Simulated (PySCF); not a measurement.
## W (tungsten, neutral) across methods

[Xe] 4f14 5d4 6s1 7s1, high-spin 7D determinant (an excited configuration). Computed with PySCF 2.14 in aug-cc-pVDZ-PP with ECP60MDF, with a scalar-relativistic core potential.

```csv
method,E (hartree),mean ε 5d α (eV),mean ε 6s α (eV),mean ε 7s α (eV),Σ⟨r²⟩ (bohr²),⟨S²⟩
wB97X-V,-67.0360,-12.776,-11.829,-2.405,119.5,12.001
r2SCAN,-67.1359,-9.700,-9.657,-1.549,118.8,12.002
PBEsol,-67.0048,-9.291,-9.503,-1.583,118.6,12.001
PBE,-67.1244,-9.299,-9.416,-1.604,118.6,12.001
LDA,-66.9351,-9.339,-9.698,-1.601,118.0,12.000
PBE0,-67.0907,-10.698,-10.101,-1.837,119.1,12.001
M06-2X,-66.9767,-12.056,-11.261,-1.931,121.6,12.001
TPSS,-67.0928,-9.293,-9.317,-1.552,119.5,12.001
```

(1) Estimate the same row for UHF.

Energies and moments cover only the electrons outside the core potential. Spin-orbit coupling, absent here, splits the open shell strongly. The outer electron is Rydberg-like, and this basis confines it to a smaller radius and binds it less than a complete one would.

Answers

(1) E (hartree) = -66.54286; mean ε 5d α (eV) = -14.267; mean ε 6s α (eV) = -11.892; mean ε 7s α (eV) = -2.291; Σ⟨r²⟩ (bohr²) = 121.1; ⟨S²⟩ = 12.005.
